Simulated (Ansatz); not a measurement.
Stepwise reaction of `B[CH2][Al]([CH3])[CH3]` with hydrogen, as a gas-phase model of exchange steps in deposition or etching. ΔE in kJ/mol.

Program: Ansatz. Geometries: PBE0-D4/def2-TZVP. ΔE: electronic, gas phase. CBS: MP2 limit from def2 TZ/QZ plus the TZ coupled-cluster correction, frozen cores. This one scheme is used for every species. DFT in def2-TZVPP. B3LYP here is the variant with VWN-RPA as its local correlation; programs differ in this. Each species was taken in one conformer, which may not be the lowest.

```
step                                        reaction  PBE-D4  B3LYP-D4  ωB97M-V  CCSD(T)/CBS
   2  `B[CH2][AlH][CH3]` + H₂ → `B[CH2][AlH2]` + CH₄   -17.1     -23.8    -20.8        -20.7
```

(1) Give the row of step 1, `B[CH2][Al]([CH3])[CH3]` + H₂ → `B[CH2][AlH][CH3]` + CH₄. (Best estimate.)

(2) By hand: ΔE of the 2 steps together at CCSD(T)/CBS.

## Answers

(1) The calculation gave: 
```json
{"step": "1", "reaction": "`B[CH2][Al]([CH3])[CH3]` + H₂ → `B[CH2][AlH][CH3]` + CH₄", "PBE-D4": "-18.5", "B3LYP-D4": "-24.5", "ωB97M-V": "-21.9", "CCSD(T)/CBS": "-21.2"}
```

(2) (-21.2) + (-20.7) = -41.9 kJ/mol, or -20.9 kJ/mol a step.

In ΔE the steps differ by no more than 0.5 kJ/mol. All are downhill at CCSD(T)/CBS. PBE-D4 differs from CCSD(T)/CBS by 2.7 to 3.6 kJ/mol a step. Isolated molecules leave out the surface, adducts and barriers. Largest T1 diagnostic: 0.012.
